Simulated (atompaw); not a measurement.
## Reading a pseudo-wave (sulfur (S))

Columns: radius, all-electron u(r) and pseudo u(r) of the 3s shell (level -17.26 eV) of sulfur in the configuration [Ne] 3s2 3p4; PBE, scalar-relativistic, PAW (atompaw) scheme, atompaw 4.2.0.5.

```
r (bohr)  all-electron  pseudo
   0.069        0.1960  0.0139
   0.138       -0.0349  0.0298
   0.208       -0.2649  0.0499
   0.277       -0.3859  0.0755
   0.346       -0.4026  0.1078
   0.415       -0.3420  0.1478
   0.485       -0.2310  0.1962
   0.554       -0.0960  0.2512
   0.623        0.0474  0.3126
   0.692        0.1881  0.3787
   0.762        0.3206  0.4486
   0.831        0.4372  0.5179
   0.900        0.5381  0.5851
   0.969        0.6230  0.6479
   1.038        0.6924  0.7040
   1.108        0.7478  0.7521
   1.177        0.7885  0.7897
   1.246        0.8167  0.8169
   1.315        0.8339  0.8340
   1.385        0.8416  0.8416
   1.454        0.8408  0.8408
   1.523        0.8331  0.8331
   1.592        0.8197  0.8197
   1.662        0.8013  0.8013
   1.731        0.7795  0.7795
   1.800        0.7547  0.7547
```

Task: How many radial nodes do the two functions have?

Result: The all-electron 3s function has n − l − 1 = 2; the pseudo-wave has 0, since the states of the same l below it are removed with the core.

Task: At about which radius was the pseudo-wave matched?

Result: 1.40 bohr. The columns agree to 0.0005 from 1.25 bohr on; several derivatives are matched, so the curves merge somewhat inside the radius.

Task: Is the pseudo-wave norm-conserving?

Result: No, it belongs to a PAW set: the norm inside the radius is not constrained, and the difference is carried by the augmentation charge.
